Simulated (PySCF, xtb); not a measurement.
ScF₃, SMILES [F][Sc]([F])[F].

GFN2-xTB in xtb 6.7.1 at its own geometry gives an orbital gap of 4.22 eV and a dipole moment of 0.00 D.

The structure is a stationary point at B3LYP-D3(BJ)/def2-SVP. The isomer is the one that the SMILES or the coordinates give; other isomers of the formula were not compared.

Problem. What does PySCF with HF/def2-TZVPD give? (Estimate from the structure and the level; the computed values follow.)

Solution. gap 16.61 eV (levels -16.50 and 0.11 eV), dipole 0.00 D.
